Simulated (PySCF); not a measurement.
Job file and geometry (Å, from GFN2-xTB) of an NMR shielding run on SMILES C=C(C)/C=C(/BF)SC, C₆H₁₀BFS, GIAO PBE0/pcSseg-1 NMR shielding, non-relativistic, gas phase in PySCF 2.14.0, density-fitted response routines; density fitting, a coarse starting grid and PySCF grid level 2 are the driver's defaults:

```
$ OMP_NUM_THREADS=1 python probes_run.py task.json out

{"job": {"kind": "nmr", "xc": "PBE0", "basis": "pcSseg-1"}, "charge": 0, "multiplicity": 1}
C     -2.701019     1.448337    -0.691465
C     -1.752938     0.552172    -0.381713
C     -2.110878    -0.877411    -0.121216
C     -0.383055     1.000500    -0.314534
C      0.777454     0.359636    -0.006133
B      2.070596     1.204046     0.063809
F      2.031567     2.439426    -0.408970
S      0.804796    -1.361267     0.418983
C      2.560056    -1.820667     0.331775
H     -3.739196     1.172756    -0.762114
H     -2.468794     2.482371    -0.882796
H     -1.803798    -1.172152     0.880466
H     -3.184030    -1.022162    -0.217393
H     -1.603529    -1.531876    -0.827041
H     -0.267754     2.053871    -0.544311
H      3.098561     0.880476     0.526710
H      2.571339    -2.905672     0.374691
H      3.107315    -1.414054     1.175807
H      2.983504    -1.479080    -0.606852
```

**Question.** What does the program print?

**Answer.** 
```
coarse grid: 16512 points
cycle   1  E = -756.8230553810  dE =  1.017e+00  |g| = 5.308e-01  |ddm| = 4.056e+00
cycle   2  E = -756.7915497129  dE =  3.151e-02  |g| = 7.156e-01  |ddm| = 9.871e-01
cycle   3  E = -756.8794452764  dE = -8.790e-02  |g| = 1.009e-01  |ddm| = 5.846e-01
cycle   4  E = -756.8813700313  dE = -1.925e-03  |g| = 4.702e-02  |ddm| = 1.417e-01
cycle   5  E = -756.8818809740  dE = -5.109e-04  |g| = 1.722e-02  |ddm| = 5.647e-02
cycle   6  E = -756.8819489299  dE = -6.796e-05  |g| = 3.937e-03  |ddm| = 1.874e-02
cycle   7  E = -756.8819534154  dE = -4.485e-06  |g| = 9.063e-04  |ddm| = 5.883e-03
final grid: 155528 points
cycle   8  E = -756.9417492484  dE = -5.965e-05  |g| = 1.026e-02  |ddm| = 4.758e-02
cycle   9  E = -756.9417331701  dE =  1.608e-05  |g| = 1.267e-02  |ddm| = 2.290e-02
cycle  10  E = -756.9417756727  dE = -4.250e-05  |g| = 1.802e-03  |ddm| = 1.496e-02
cycle  11  E = -756.9417765821  dE = -9.094e-07  |g| = 4.401e-04  |ddm| = 2.388e-03
cycle  12  E = -756.9417766276  dE = -4.558e-08  |g| = 1.357e-04  |ddm| = 5.913e-04
cycle  13  E = -756.9417766317  dE = -4.031e-09  |g| = 5.059e-05  |ddm| = 1.841e-04
cycle  14  E = -756.9417766323  dE = -6.494e-10  |g| = 1.462e-05  |ddm| = 6.807e-05
converged SCF energy = -756.9417766323

GIAO shielding tensors (ppm)
atom      isotropic    diamagn.    paramagn.     s11        s22        s33       span
  0 C       52.181     250.789    -198.608    -48.163     67.371    137.335    185.498
  1 C       34.114     258.849    -224.735    -78.326     23.436    157.233    235.560
  2 C      160.539     248.060     -87.521    149.601    158.432    173.583     23.982
  3 C       36.352     255.234    -218.882    -64.347     30.583    142.820    207.167
  4 C       41.962     263.303    -221.341    -33.382     12.721    146.547    179.929
  5 B       57.098     192.095    -134.997     11.923     66.393     92.979     81.057
  6 F      211.268     469.324    -258.057     26.771    109.777    497.255    470.484
  7 S      486.399    1059.731    -573.332    350.512    440.929    667.756    317.244
  8 C      164.918     251.870     -86.952    152.086    160.843    181.824     29.738
  9 H       26.074      29.638      -3.564     22.963     25.106     30.152      7.189
 10 H       26.178      31.166      -4.989     23.041     25.006     30.487      7.447
 11 H       29.089      30.730      -1.642     24.229     30.135     32.902      8.673
 12 H       29.790      29.268       0.522     25.446     28.771     35.152      9.706
 13 H       28.816      30.561      -1.746     23.963     29.764     32.720      8.757
 14 H       24.441      35.302     -10.860     21.342     22.543     29.439      8.097
 15 H       26.425      30.832      -4.407     23.338     26.314     29.622      6.284
 16 H       29.594      29.386       0.208     24.578     27.154     37.051     12.473
 17 H       28.701      30.316      -1.615     23.651     26.618     35.835     12.184
 18 H       29.530      30.689      -1.159     24.851     27.509     36.230     11.379
```

Size and cost of the density-fitted run: 210 basis functions, 2.1 min wall time on 1 thread of an Intel Xeon, shared host; peak memory 0.94 GiB.
